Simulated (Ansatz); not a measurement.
The cluster Zr2Se4⁺. Charge 1, multiplicity 2. Geometry r2SCAN-D4/def2-SVP; atoms count from 1.

```xyz
6

Zr   -0.0639    1.0898    1.3620
Zr   -0.1513   -1.0693   -1.3710
Se    0.0477   -0.2462    3.3107
Se    1.7345   -0.1616    0.0744
Se   -1.9302    0.1843   -0.0823
Se    0.3633    0.2029   -3.2938
```

In the def2 sets Zr takes a core potential; there is no spin–orbit coupling. Another isomer (doublet) lies 0.18 eV lower at PBE0-D4/def2-TZVP; other spin states weren't run for this one.

Problem. Estimate the Mulliken populations from the PBE0/def2-TZVP orbitals of Ansatz.

Solution. 
```
atom  charge (e)  spin (α − β)  d electrons
 Zr1        0.98         -0.18         2.33
 Zr2        0.98         -0.18         2.33
 Se3       -0.16          0.47            –
 Se4       -0.27          0.37            –
 Se5       -0.36          0.07            –
 Se6       -0.16          0.46            –
```
Mulliken values depend strongly on the basis.

Problem. Where does the spin sit?

Solution. Summed by element: Zr -0.36, Se 1.36, of 1 unpaired in all. Largest on single atoms: Se3 0.47, Se6 0.46, Se4 0.37.

Problem. And the Mayer bond orders between heavy atoms (over 0.3)?

Solution. Zr1–Se3 2.04 (2.37 Å); Zr1–Se4 1.09 (2.54 Å); Zr1–Se5 1.16 (2.53 Å); Zr2–Se4 1.09 (2.54 Å); Zr2–Se5 1.16 (2.53 Å); Zr2–Se6 2.06 (2.36 Å).
